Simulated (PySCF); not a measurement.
**`F/C=P\c1ccccc1F` in a uniform electric field**

C7H5F2P.
Structure used (GFN2-xTB), in Å, numbered top down from 1:
```
atom  x, y, z in Å
F1     2.6780   -0.0010   -1.2022
C2     3.0326   -0.3735    0.0396
P3     2.0022   -0.5757    1.3438
C4     0.3888   -0.2168    0.5514
C5    -0.0665   -0.8516   -0.5994
C6    -1.3140   -0.5512   -1.1155
C7    -2.1315    0.3727   -0.4847
C8    -1.7060    1.0060    0.6712
C9    -0.4571    0.6966    1.1698
F10   -0.0167    1.3054    2.2926
H11    4.1031   -0.5080    0.1230
H12    0.5625   -1.5796   -1.0898
H13   -1.6513   -1.0434   -2.0148
H14   -3.1049    0.6018   -0.8906
H15   -2.3236    1.7263    1.1837
```

Level: CAM-B3LYP/def2-SVPD (PySCF); nuclei fixed, core orbitals frozen in the response. Permanent dipole (-0.928, -0.657, -1.214) D (1 au = 2.5417 D). Static polarisability (au):

```
x   136.07 -14.57   7.07
y   -14.57  80.88  10.87
z     7.07  10.87 100.73
```

Only the terms in μ and α are kept: μ(F) = μ + αF and ΔE = −μ·F − ½ F·αF.

Q: Apply 0.002 au along ±x, ±y and ±z in turn. Tabulate induced and total dipoles and both energy terms.

A: 
```tsv
field along	induced x (D)	induced y (D)	induced z (D)	total size (D)	−μ·F (kJ/mol)	−½F·αF (kJ/mol)
+x	0.692	-0.074	0.036	1.406	+1.917	-0.715
−x	-0.692	0.074	-0.036	2.127	-1.917	-0.715
+y	-0.074	0.411	0.055	1.552	+1.357	-0.425
−y	0.074	-0.411	-0.055	1.866	-1.357	-0.425
+z	0.036	0.055	0.512	1.285	+2.508	-0.529
−z	-0.036	-0.055	-0.512	2.101	-2.508	-0.529
```

Q: For the field (0.0002, 0.0016, 0.0004) au, what is the induced dipole, and what angle does it make with the field?

A: αF = (0.017, 0.333, 0.150) D, at 11.1° to the field. The polarisability along this direction, F·αF/F², is 84.90 au, against a mean of 105.89 au.

Q: Which field along μ doubles the dipole in that direction (linear response)?

A: The polarisability along the dipole is 114.24 au, so F = 0.6544 au / 114.24 au = 0.0057 au = 0.29 V/Å; higher-order terms are ignored.

Q: What field makes μF equal to kT at 298 K?

A: kT = 0.9437 × 10⁻³ Eh, so F = 0.00144 au = 7.42 MV/cm.

Q: A unit point charge sits 9 Å away. Estimate the induction energy −αe²/2R⁴ with the mean polarisability, treating the molecule as a point.

A: R = 17.01 bohr, so the energy is −105.9/(2 × 17.01⁴) Eh = -1.66 kJ/mol. The charge–dipole term at its most favourable orientation, −μe/R², is -5.94 kJ/mol.

Geometry: GFN2-xTB, one conformer, isolated molecule.

These values come from a run that also computed excited states. Time: 1.9 min of wall time; peak memory 1.2 GiB. Hardware: an Arm Neoverse N1 with one thread, on a shared host.
